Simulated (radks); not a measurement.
S VI, configuration [Ne] 3s1.

All-electron calculation, scalar-relativistic Kohn-Sham, r2SCAN, spin-polarised, spherical densities, finite nucleus; open shells are filled with parallel spins first; meta-GGA in the generalised Kohn-Sham scheme; Fermi nuclear charge, rms radius 3.2611 fm. Program: a radial shooting solver on a logarithmic mesh with Libxc functionals.

Energy parts (eV):
| part | energy |
|---|---|
| total | -10675.528 |
| kinetic | 10720.708 |
| electron-nucleus | -24549.661 |
| Hartree | 3796.634 |
| exchange-correlation | -643.209 |

Orbitals (lengths in bohr, moments of r in powers of bohr; r(max) is where P^2 peaks; r(90%) holds 90 % of the orbital's charge):
orbital  occ.  eigenvalue (eV)  r(90%)   r(max)   <1/r>
1s up       1        -2502.986   0.173  0.06330   15.66
1s down     1        -2502.679   0.173  0.06331   15.66
2s up       1        -296.2826   0.741   0.3864   3.096
2s down     1        -295.9830   0.742   0.3867   3.093
2p up       3        -239.3065   0.726   0.3247   2.982
2p down     3        -238.8866   0.725   0.3248   2.983
3s up       1         -82.1762    2.07    1.278  0.9792

The highest occupied level is 3s up at -82.176 eV. For comparison, the ionisation energy in NIST's Atomic Spectra Database is 88.053 eV (measured). In exact Kohn-Sham theory the highest level is minus the ionisation energy, but local and semilocal functionals leave it too shallow, through self-interaction and a potential that decays too fast; potentials with the right tail come closer. The density falls to 0.001 e/bohr^3 at r = 2.53 bohr. The spin density at the nucleus is 15.76 e/bohr^3 (1s 0.37, 2s 0.26, 3s 15.14).
